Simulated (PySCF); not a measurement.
These are B3LYP-D3(BJ)/def2-TZVP // TPSS-D3(BJ)/def2-SVP in PySCF values and carry that method's errors. Isolated molecules, 0 K electronic values unless said otherwise. One relaxed conformer stands for a flexible species; it need not be the lowest. B3LYP has the VWN-RPA correlation part, as in Gaussian. 

Reference species: [W(F)5(OH)] (neutral, multiplicity 1).

- coordination number = 6
- HOMO = -11.17 eV
- charge on the central atom (Mulliken) = 1.81 e
- HOMO–LUMO gap = 6.74 eV

After one change: the coordination number is nearly the same; the HOMO decreases by 1.31 eV; the charge on the central atom (Mulliken) goes up by 0.03 e; the HOMO–LUMO gap rises by 0.61 eV.

Which change was made? The new species is one of these.
A) [W(F)(OH)5]
B) [W(F)3(OH)3]
C) [W(F)4(OH)2]
D) [W(F)6]

D, [W(F)6]
